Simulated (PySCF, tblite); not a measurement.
Isomers of C4H13FSi4, one GFN2-xTB conformer each. Single-point energies are computed at PBE0/pcSseg-1 (PySCF, gas phase, no added dispersion term), electronic only.

Question: Rank them by PBE0/pcSseg-1 energy, lowest first (kJ/mol).
A. `[CH2:1]=[C:2]([CH3:3])[Si@@:4]1([F:5])[SiH2:6][SiH2:7][Si@@H:8]1[CH3:9]` with C1–C2–Si4–F5 -3°
B. `[CH3:1]/[CH:2]=[CH:3]/[Si@@H:4]1[CH2:5][SiH2:6][SiH2:7][Si@@H:8]1[F:9]` with C2–C3–Si4–C5 -140°, C3–Si4–C5–Si6 -77°, Si4–C5–Si6–Si7 -39°, C5–Si6–Si7–Si8 18°, Si6–Si7–Si8–F9 118°
C. `[F:1][CH2:2][Si:3]1([CH:4]2[CH2:5][CH2:6]2)[SiH2:7][SiH2:8][SiH2:9]1` with F1–C2–Si3–C4 69°, C2–Si3–C4–C5 115°
D. `[F:1][Si@@H:2]1[CH2:3][CH2:4][C@@H:5]1[CH:6]1[SiH2:7][SiH2:8][SiH2:9]1` with C4–C5–C6–Si7 -54°
E. `[F:1][Si@@H:2]1[SiH2:3][SiH2:4][Si@H:5]1[CH:6]1[CH2:7][CH2:8][CH2:9]1` with Si4–Si5–C6–C7 53°, F1–Si2–Si3–Si4 -100°, Si2–Si3–Si4–Si5 -7°, Si3–Si4–Si5–C6 -105°, Si5–C6–C7–C8 -108°

Answer: B (0.0), A (14.0), D (81.9), E (89.5), C (241.9).

As drawn, the lowest has an Si–F bond and a C=C bond outside aromatic rings, which the highest lacks; the highest has a three-membered ring and a four-membered ring, which the lowest lacks. Neighbours under 10 kJ/mol apart (F[Si@@H]1CC[C@@H]1C1[SiH2][SiH2][SiH2]1 and F[Si@@H]1[SiH2][SiH2][Si@H]1C1CCC1) can change places with a better method, another conformer or zero-point energy. GFN2-xTB itself gives, in the same order: 0.0, 71.5, 2.1, 2.9, 240.5. Both levels put the same isomer lowest; measured from each level's own lowest isomer, the values differ by up to 86.6 kJ/mol (F[Si@@H]1[SiH2][SiH2][Si@H]1C1CCC1: 2.9 against 89.5).

Q: Which frontier levels, dipoles and rotational constants go with these structures?

A: 
```csv
SMILES,"HOMO (eV, PBE0/pcSseg-1)",LUMO (eV),dipole (D),"A, B, C (MHz)"
C/C=C/[Si@@H]1C[SiH2][SiH2][Si@@H]1F,-7.17,-1.53,1.70,"1063, 547.4, 435.0"
C=C(C)[Si@@]1(F)[SiH2][SiH2][Si@@H]1C,-7.06,-1.81,1.35,"1044, 620.7, 536.1"
F[Si@@H]1CC[C@@H]1C1[SiH2][SiH2][SiH2]1,-7.47,-0.78,1.86,"1341, 618.8, 601.3"
F[Si@@H]1[SiH2][SiH2][Si@H]1C1CCC1,-7.32,-1.94,2.49,"1242, 590.6, 512.9"
FC[Si]1(C2CC2)[SiH2][SiH2][SiH2]1,-7.40,-1.63,1.53,"912.1, 642.6, 531.2"
```

Q: What happens when harmonic zero-point energies from GFN2-xTB frequencies are added?

A: 
```csv
SMILES,ZPE (kJ/mol),electronic (kJ/mol),with ZPE (kJ/mol)
C/C=C/[Si@@H]1C[SiH2][SiH2][Si@@H]1F,389.1,0.0,0.0
C=C(C)[Si@@]1(F)[SiH2][SiH2][Si@@H]1C,393.1,14.0,18.0
F[Si@@H]1CC[C@@H]1C1[SiH2][SiH2][SiH2]1,389.2,81.9,82.0
F[Si@@H]1[SiH2][SiH2][Si@H]1C1CCC1,398.2,89.5,98.5
FC[Si]1(C2CC2)[SiH2][SiH2][SiH2]1,391.3,241.9,244.1
```

The zero-point energies span 9.1 kJ/mol. The order is unchanged.
